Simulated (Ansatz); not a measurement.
Mulliken charges of CH4ClNSi (`N=C([SiH3])Cl`) from ωB97M-V/def2-TZVPP in Ansatz (PBE0-D4/def2-TZVP geometry).

```tsv
atom	x (Å)	y (Å)	z (Å)	charge (e)
N1	-0.134	1.455	-0.962	-0.194
C2	-0.419	0.335	-0.490	-0.021
Si3	0.653	-0.598	0.760	0.203
Cl4	-1.899	-0.561	-0.931	-0.110
H5	-0.821	1.818	-1.624	0.135
H6	1.023	-1.900	0.156	-0.004
H7	-0.164	-0.823	1.977	-0.004
H8	1.852	0.217	1.058	-0.004
```

By hand: the dipole of these point charges (1 e Å = 4.8032 D).

Σ q r = (0.255, -0.094, 0.222) e Å, of length 0.351 e Å = 1.69 D.

How does the dipole of the full density compare? (Estimate.)

Ansatz gave: (0.018, -0.054, 0.044) e Å, 0.35 D; the point charges give 4.83 times that, at 40° from its direction.

Point charges leave out the atoms' own dipoles, such as those of lone pairs, and Mulliken's split depends on the basis, so the two needn't agree.
